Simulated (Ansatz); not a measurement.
Ansatz (a first-principles code) input (B3LYP/6-31G*):

Ansatz 0.2 input:
```yaml
crystal:
  periodic: [false, false, false]
  atoms:
    - {symbol: B, position_ang: [-0.76505063, -0.03473754, -0.03449678]}
    - {symbol: N, position_ang: [0.70060488, -0.00102752, -0.01097752]}
    - {symbol: H, position_ang: [-1.23221500, -0.71295134, -0.90722032]}
    - {symbol: H, position_ang: [-1.19091584, 1.14013100, 0.02877745]}
    - {symbol: H, position_ang: [-1.17586145, -0.27731948, 1.12225271]}
    - {symbol: H, position_ang: [1.22869206, 0.53162367, 0.67221733]}
    - {symbol: H, position_ang: [1.29131926, -0.50060349, -0.66670067]}
basis:
  gaussian:
    orbitals: 6-31G*
hamiltonian:
  xc: {name: B3LYP}
magnetization: {spin_polarized: true, initial_magnetization: 1}
phonons: {temperatures: {t_min: 298.15, t_max: 298.15, t_step: 100}}
```

Output:

```
Functional definition: B3LYP
integrals: 0.01 GiB planned
494 factors; integrals over basis functions are off by at most 4.3e-4 eV
mean field: 0.12 GiB planned
mean field evaluation 1: about -2242.6297 eV, gradient 3.0e1 eV
mean field evaluation 2: about -2238.7029 eV, gradient 4.1e1 eV
mean field evaluation 4: about -2246.5466 eV, gradient 1.6e0 eV
mean field evaluation 8: about -2246.5663 eV, gradient 1.8e-2 eV
mean field evaluation 16: about -2246.5663 eV, gradient 1.9e-5 eV
mean field -2246.56633308 eV, -82.5597899635 hartree, gradient 1.9e-5 eV, S^2 0.756365; 0 other end points of the search recorded, 0 dependent functions left out
the calculation of the forces begins
reference -2246.56651998 eV, -82.5597968316 hartree; 9, 8 occupied and 31, 32 virtual orbitals, 494 factors
these checks for a lower state are left out or cut short: stability, starts, cluster_reference, orbital_swaps, neighbouring_geometries, increment
integrals: 0.01 GiB planned
494 factors; integrals over basis functions are off by at most 4.3e-4 eV
mean field: 0.12 GiB planned
mean field -2246.56621278 eV, -82.5597855425 hartree, gradient 1.7e-6 eV, S^2 0.756350; 0 other end points of the search recorded, 0 dependent functions left out
the calculation of the forces begins
reference -2246.56639966 eV, -82.5597924101 hartree; 9, 8 occupied and 31, 32 virtual orbitals, 494 factors
these checks for a lower state are left out or cut short: stability, starts, cluster_reference, orbital_swaps, neighbouring_geometries, increment
integrals: 0.01 GiB planned
494 factors; integrals over basis functions are off by at most 4.3e-4 eV
mean field: 0.12 GiB planned
mean field -2246.56620653 eV, -82.5597853127 hartree, gradient 2.0e-6 eV, S^2 0.756381; 0 other end points of the search recorded, 0 dependent functions left out
the calculation of the forces begins
reference -2246.56639344 eV, -82.5597921814 hartree; 9, 8 occupied and 31, 32 virtual orbitals, 494 factors
these checks for a lower state are left out or cut short: stability, starts, cluster_reference, orbital_swaps, neighbouring_geometries, increment
integrals: 0.01 GiB planned
494 factors; integrals over basis functions are off by at most 4.3e-4 eV
mean field: 0.11 GiB planned
mean field evaluation 32: about -2246.5601 eV, gradient 7.9e-2 eV
mean field -2246.56625749 eV, -82.5597871854 hartree, gradient 2.8e-6 eV, S^2 0.756379; 0 other end points of the search recorded, 0 dependent functions left out
the calculation of the forces begins
reference -2246.56644441 eV, -82.5597940547 hartree; 9, 8 occupied and 31, 32 virtual orbitals, 494 factors
these checks for a lower state are left out or cut short: stability, starts, cluster_reference, orbital_swaps, neighbouring_geometries, increment
integrals: 0.01 GiB planned
494 factors; integrals over basis functions are off by at most 4.3e-4 eV
mean field: 0.12 GiB planned
mean field -2246.56625391 eV, -82.5597870540 hartree, gradient 6.1e-7 eV, S^2 0.756352; 0 other end points of the search recorded, 0 dependent functions left out
the calculation of the forces begins
reference -2246.56644077 eV, -82.5597939209 hartree; 9, 8 occupied and 31, 32 virtual orbitals, 494 factors
these checks for a lower state are left out or cut short: stability, starts, cluster_reference, orbital_swaps, neighbouring_geometries, increment
integrals: 0.01 GiB planned
494 factors; integrals over basis functions are off by at most 4.3e-4 eV
mean field: 0.12 GiB planned
mean field -2246.56610782 eV, -82.5597816851 hartree, gradient 2.0e-6 eV, S^2 0.756362; 0 other end points of the search recorded, 0 dependent functions left out
the calculation of the forces begins
reference -2246.56629476 eV, -82.5597885553 hartree; 9, 8 occupied and 31, 32 virtual orbitals, 494 factors
these checks for a lower state are left out or cut short: stability, starts, cluster_reference, orbital_swaps, neighbouring_geometries, increment
integrals: 0.01 GiB planned
494 factors; integrals over basis functions are off by at most 4.3e-4 eV
mean field: 0.11 GiB planned
mean field -2246.56611261 eV, -82.5597818613 hartree, gradient 1.8e-6 eV, S^2 0.756369; 0 other end points of the search recorded, 0 dependent functions left out
the calculation of the forces begins
reference -2246.56629945 eV, -82.5597887273 hartree; 9, 8 occupied and 31, 32 virtual orbitals, 494 factors
these checks for a lower state are left out or cut short: stability, starts, cluster_reference, orbital_swaps, neighbouring_geometries, increment
integrals: 0.01 GiB planned
494 factors; integrals over basis functions are off by at most 4.3e-4 eV
mean field: 0.12 GiB planned
mean field -2246.56622157 eV, -82.5597858655 hartree, gradient 2.0e-6 eV, S^2 0.756360; 0 other end points of the search recorded, 0 dependent functions left out
[...]
mean field: 0.12 GiB planned
mean field -2246.56632067 eV, -82.5597895074 hartree, gradient 2.7e-6 eV, S^2 0.756375; 0 other end points of the search recorded, 0 dependent functions left out
the calculation of the forces begins
reference -2246.56650757 eV, -82.5597963759 hartree; 9, 8 occupied and 31, 32 virtual orbitals, 494 factors
these checks for a lower state are left out or cut short: stability, starts, cluster_reference, orbital_swaps, neighbouring_geometries, increment
integrals: 0.01 GiB planned
494 factors; integrals over basis functions are off by at most 4.3e-4 eV
mean field: 0.11 GiB planned
mean field -2246.56628790 eV, -82.5597883031 hartree, gradient 2.2e-6 eV, S^2 0.756380; 0 other end points of the search recorded, 0 dependent functions left out
the calculation of the forces begins
reference -2246.56647484 eV, -82.5597951727 hartree; 9, 8 occupied and 31, 32 virtual orbitals, 494 factors
these checks for a lower state are left out or cut short: stability, starts, cluster_reference, orbital_swaps, neighbouring_geometries, increment
integrals: 0.01 GiB planned
494 factors; integrals over basis functions are off by at most 4.3e-4 eV
mean field: 0.11 GiB planned
mean field -2246.56628772 eV, -82.5597882965 hartree, gradient 1.0e-6 eV, S^2 0.756351; 0 other end points of the search recorded, 0 dependent functions left out
the calculation of the forces begins
reference -2246.56647458 eV, -82.5597951633 hartree; 9, 8 occupied and 31, 32 virtual orbitals, 494 factors
these checks for a lower state are left out or cut short: stability, starts, cluster_reference, orbital_swaps, neighbouring_geometries, increment
integrals: 0.01 GiB planned
494 factors; integrals over basis functions are off by at most 4.3e-4 eV
mean field: 0.12 GiB planned
mean field -2246.56632681 eV, -82.5597897331 hartree, gradient 2.3e-6 eV, S^2 0.756366; 0 other end points of the search recorded, 0 dependent functions left out
the calculation of the forces begins
reference -2246.56651369 eV, -82.5597966007 hartree; 9, 8 occupied and 31, 32 virtual orbitals, 494 factors
these checks for a lower state are left out or cut short: stability, starts, cluster_reference, orbital_swaps, neighbouring_geometries, increment
integrals: 0.01 GiB planned
494 factors; integrals over basis functions are off by at most 4.3e-4 eV
mean field: 0.12 GiB planned
mean field evaluation 128: about -2246.5663 eV, gradient 1.0e-5 eV
mean field -2246.56632806 eV, -82.5597897787 hartree, gradient 1.4e-6 eV, S^2 0.756364; 0 other end points of the search recorded, 0 dependent functions left out
the calculation of the forces begins
reference -2246.56651496 eV, -82.5597966474 hartree; 9, 8 occupied and 31, 32 virtual orbitals, 494 factors
these checks for a lower state are left out or cut short: stability, starts, cluster_reference, orbital_swaps, neighbouring_geometries, increment
integrals: 0.01 GiB planned
494 factors; integrals over basis functions are off by at most 4.3e-4 eV
mean field: 0.12 GiB planned
mean field -2246.56622578 eV, -82.5597860200 hartree, gradient 2.6e-6 eV, S^2 0.756370; 0 other end points of the search recorded, 0 dependent functions left out
the calculation of the forces begins
reference -2246.56641263 eV, -82.5597928868 hartree; 9, 8 occupied and 31, 32 virtual orbitals, 494 factors
these checks for a lower state are left out or cut short: stability, starts, cluster_reference, orbital_swaps, neighbouring_geometries, increment
integrals: 0.01 GiB planned
494 factors; integrals over basis functions are off by at most 4.3e-4 eV
mean field: 0.12 GiB planned
mean field -2246.56622392 eV, -82.5597859519 hartree, gradient 1.1e-6 eV, S^2 0.756361; 0 other end points of the search recorded, 0 dependent functions left out
the calculation of the forces begins
reference -2246.56641085 eV, -82.5597928214 hartree; 9, 8 occupied and 31, 32 virtual orbitals, 494 factors
these checks for a lower state are left out or cut short: stability, starts, cluster_reference, orbital_swaps, neighbouring_geometries, increment
integrals: 0.01 GiB planned
494 factors; integrals over basis functions are off by at most 4.3e-4 eV
mean field: 0.12 GiB planned
mean field -2246.56630691 eV, -82.5597890014 hartree, gradient 2.2e-6 eV, S^2 0.756367; 0 other end points of the search recorded, 0 dependent functions left out
the calculation of the forces begins
reference -2246.56649378 eV, -82.5597958690 hartree; 9, 8 occupied and 31, 32 virtual orbitals, 494 factors
these checks for a lower state are left out or cut short: stability, starts, cluster_reference, orbital_swaps, neighbouring_geometries, increment
integrals: 0.01 GiB planned
494 factors; integrals over basis functions are off by at most 4.3e-4 eV
mean field: 0.12 GiB planned
mean field -2246.56630740 eV, -82.5597890195 hartree, gradient 2.3e-6 eV, S^2 0.756364; 0 other end points of the search recorded, 0 dependent functions left out
the calculation of the forces begins
reference -2246.56649431 eV, -82.5597958883 hartree; 9, 8 occupied and 31, 32 virtual orbitals, 494 factors
these checks for a lower state are left out or cut short: stability, starts, cluster_reference, orbital_swaps, neighbouring_geometries, increment
integrals: 0.01 GiB planned
494 factors; integrals over basis functions are off by at most 4.3e-4 eV
mean field: 0.12 GiB planned
mean field evaluation 160: about -2246.5662 eV, gradient 2.6e-5 eV
mean field -2246.56623243 eV, -82.5597862644 hartree, gradient 9.8e-7 eV, S^2 0.756361; 0 other end points of the search recorded, 0 dependent functions left out
the calculation of the forces begins
reference -2246.56641933 eV, -82.5597931330 hartree; 9, 8 occupied and 31, 32 virtual orbitals, 494 factors
these checks for a lower state are left out or cut short: stability, starts, cluster_reference, orbital_swaps, neighbouring_geometries, increment
integrals: 0.01 GiB planned
494 factors; integrals over basis functions are off by at most 4.3e-4 eV
mean field: 0.12 GiB planned
mean field -2246.56623287 eV, -82.5597862805 hartree, gradient 2.6e-6 eV, S^2 0.756370; 0 other end points of the search recorded, 0 dependent functions left out
the calculation of the forces begins
reference -2246.56641974 eV, -82.5597931482 hartree; 9, 8 occupied and 31, 32 virtual orbitals, 494 factors
these checks for a lower state are left out or cut short: stability, starts, cluster_reference, orbital_swaps, neighbouring_geometries, increment
integrals: 0.01 GiB planned
494 factors; integrals over basis functions are off by at most 4.3e-4 eV
mean field: 0.11 GiB planned
mean field -2246.56630434 eV, -82.5597889071 hartree, gradient 2.5e-6 eV, S^2 0.756367; 0 other end points of the search recorded, 0 dependent functions left out
the calculation of the forces begins
reference -2246.56649122 eV, -82.5597957747 hartree; 9, 8 occupied and 31, 32 virtual orbitals, 494 factors
these checks for a lower state are left out or cut short: stability, starts, cluster_reference, orbital_swaps, neighbouring_geometries, increment
integrals: 0.01 GiB planned
494 factors; integrals over basis functions are off by at most 4.3e-4 eV
mean field: 0.12 GiB planned
mean field -2246.56630237 eV, -82.5597888349 hartree, gradient 2.4e-6 eV, S^2 0.756363; 0 other end points of the search recorded, 0 dependent functions left out
the calculation of the forces begins
reference -2246.56648928 eV, -82.5597957036 hartree; 9, 8 occupied and 31, 32 virtual orbitals, 494 factors
Total energy: -2246.56651998 eV, -82.5597968316 hartree
Atom 0 at    -0.765051    -0.034738    -0.034497 Å, force     0.001016     0.000716     0.000914 eV/Å
Atom 1 at     0.700605    -0.001028    -0.010978 Å, force    -0.001055    -0.000574    -0.000729 eV/Å
Atom 2 at    -1.232215    -0.712951    -0.907220 Å, force    -0.000153    -0.000030    -0.000036 eV/Å
Atom 3 at    -1.190916     1.140131     0.028777 Å, force    -0.000143    -0.000042    -0.000245 eV/Å
Atom 4 at    -1.175861    -0.277319     1.122253 Å, force    -0.000141    -0.000228    -0.000101 eV/Å
Atom 5 at     1.228692     0.531624     0.672217 Å, force    -0.000107     0.000125     0.000163 eV/Å
Atom 6 at     1.291319    -0.500603    -0.666701 Å, force     0.000584     0.000033     0.000034 eV/Å
Dipole moment:     0.649284     0.055314     0.062764 e Å
Vibrations: 180.95 512.82 692.52 736.90 800.77 1018.20 1018.20 1076.10 1211.42 1642.37 2116.83 2230.20 2616.91 3546.96 3646.08 cm⁻¹, zero-point energy 1.428746 eV
```

The blocks after the first are displaced geometries, from whose forces the wavenumbers follow.
